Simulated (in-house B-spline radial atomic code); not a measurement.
Results of a calculation; reference values are marked as such.
## Weak and strong correlation along the adiabatic connection

Two-electron singlets in several external potentials (atomic units), by full CI in B-splines with partial waves to l = 8 (correlation energies up to 0.6 % small). The repulsion is scaled by λ at fixed density; W(λ) is the mean repulsion less the Hartree energy, W(0) = E_x, and the area under W from 0 to 1 is E_xc.

Relative drop (W(λ) − E_x)/E_x:

| system | λ = 0.12 | λ = 0.25 | λ = 0.4 | λ = 0.6 | λ = 0.8 | λ = 1 |
| --- | --- | --- | --- | --- | --- | --- |
| ω²r²/2 − Z/r, ω = 0.0426, Z = 0.7 | 0.0434 | 0.0816 | 0.1171 | 0.1538 | 0.1820 | 0.2042 |
| −V exp(−r²/w²), V = 2.38, w = 2.58 | 0.0190 | 0.0378 | 0.0572 | 0.0800 | 0.0998 | 0.1171 |
| −V exp(−r²/w²), V = 18.2, w = 0.907 | 0.0066 | 0.0134 | 0.0211 | 0.0308 | 0.0401 | 0.0489 |
| ω²r²/2 − Z/r, ω = 0.0986, Z = 0.5 | 0.0351 | 0.0666 | 0.0966 | 0.1287 | 0.1543 | 0.1753 |
| ω²r²/2 − Z/r, ω = 0.0392, Z = 1 | 0.0299 | 0.0579 | 0.0857 | 0.1165 | 0.1419 | 0.1630 |
| −Z exp(−kr)/r, Z = 7.33, k = 2.03 | 0.0028 | 0.0057 | 0.0091 | 0.0135 | 0.0177 | 0.0219 |
| ω²r²/2 − Z/r, ω = 1.18, Z = 1 | 0.0108 | 0.0219 | 0.0339 | 0.0487 | 0.0624 | 0.0749 |

Order the systems by how far second-order (GL2) theory, half the initial slope (estimated from the first points of each curve), overshoots the correlation energy, least first.
A. −V exp(−r²/w²), V = 18.2, w = 0.907
B. ω²r²/2 − Z/r, ω = 0.0986, Z = 0.5
C. −Z exp(−kr)/r, Z = 7.33, k = 2.03
D. −V exp(−r²/w²), V = 2.38, w = 2.58
E. ω²r²/2 − Z/r, ω = 1.18, Z = 1
F. ω²r²/2 − Z/r, ω = 0.0392, Z = 1
G. ω²r²/2 − Z/r, ω = 0.0426, Z = 0.7

C (GL2/E_c = 1.04), A (GL2/E_c = 1.09), E (GL2/E_c = 1.15), D (GL2/E_c = 1.27), F (GL2/E_c = 1.40), B (GL2/E_c = 1.53), G (GL2/E_c = 1.59).

What else changes along this order?

The ratio follows the bend of the curve. With it the leading natural occupation goes from 1.999 to 1.861 and −T_c/E_c from 0.96 to 0.63 between the first and the last.
